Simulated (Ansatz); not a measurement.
Worked example: SnH3(SeH) → SnH2(SeH) + H

Species: SnH3(SeH), singlet; SnH2(SeH), doublet; H atom, doublet. 

Shapes, held fixed at every level: PBE0-D4/def2-TZVP. Flexible molecules stand in one conformer, not always the lowest. Programs: Ansatz 0.2.0. The zero-point and thermal change to 298 K, harmonic and unscaled (PBE0-D4/def2-TZVP), is -15.7 kJ/mol.

At CCSD(T)/def2-TZVPP; 1 Eh = 2625.50 kJ/mol:

| species | energy (Eh) |
| --- | --- |
| SnH3(SeH) | -2616.182517 |
| SnH2(SeH) | -2615.559996 |
| H | -0.499810 |

**Question.** Work out ΔH(298 K) of the reaction at this level.

**Answer.** 
1. Products less reactants: (-2615.559996) + (-0.499810) − [(-2616.182517)] = 0.122711 Eh = +322.2 kJ/mol.
2. With the thermal change: +322.2 + (-15.7) = +306.5 kJ/mol.

Other levels give +227.9 (HF/def2-SVP) to +297.3 kJ/mol (MP2/def2-TZVPP). No measured value is set beside it here. Open shells run unrestricted unless RO is named. For atoms past krypton def2 sets carry core potentials with scalar relativity. Relativity is left out for Se unless named. Correlated rows may include outer-core shells of Se, Sn, which these sets cover unevenly.
